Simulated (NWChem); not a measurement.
System: N-methylmethanimine (C$_{2}$H$_{5}$N); SMILES C=NC

```xyz
8

C     -0.1225     1.1414     0.0000
N      0.5476    -0.1378     0.0000
C     -0.1647    -1.1932     0.0000
H      0.2041     1.7259     0.8865
H      0.2041     1.7259    -0.8865
H     -1.2402     1.0834     0.0000
H     -1.2857    -1.1865     0.0000
H      0.3291    -2.1858     0.0000
```
Atoms are numbered in this order, from 1.

All runs: NWChem. Pople sets run with spherical d functions. The geometry was optimised at PBE-D3(BJ)/def2-SVP. Static field.

```json
[
 {"level": "PBE0/6-31G*", "basis functions": "52", "isotropic polarisability (bohr³)": "29.0", "anisotropy (bohr³)": "20.2", "relative time": "1"},
 {"level": "PBE0/6-31+G*", "basis functions": "64", "isotropic polarisability (bohr³)": "33.4", "anisotropy (bohr³)": "18.6", "relative time": "2"},
 {"level": "PBE0/def2-SVP", "basis functions": "67", "isotropic polarisability (bohr³)": "30.1", "anisotropy (bohr³)": "20.0", "relative time": "1"},
 {"level": "PBE0/def2-SVPD", "basis functions": "100", "isotropic polarisability (bohr³)": "35.9", "anisotropy (bohr³)": "17.8", "relative time": "3"},
 {"level": "PBE0/def2-TZVP", "basis functions": "123", "isotropic polarisability (bohr³)": "34.5", "anisotropy (bohr³)": "19.0", "relative time": "6"},
 {"level": "PBE0/aug-cc-pVDZ", "basis functions": "114", "isotropic polarisability (bohr³)": "37.3", "anisotropy (bohr³)": "17.9", "relative time": "6"},
 {"level": "PBE0/Sadlej pVTZ", "basis functions": "117", "isotropic polarisability (bohr³)": "37.4", "anisotropy (bohr³)": "17.7", "relative time": "8"},
 {"level": "PBE0/def2-TZVPD", "basis functions": "156", "isotropic polarisability (bohr³)": "37.1", "anisotropy (bohr³)": "17.8", "relative time": "10"}
]
```

The last column is a rough cost ratio, cheapest run = 1.
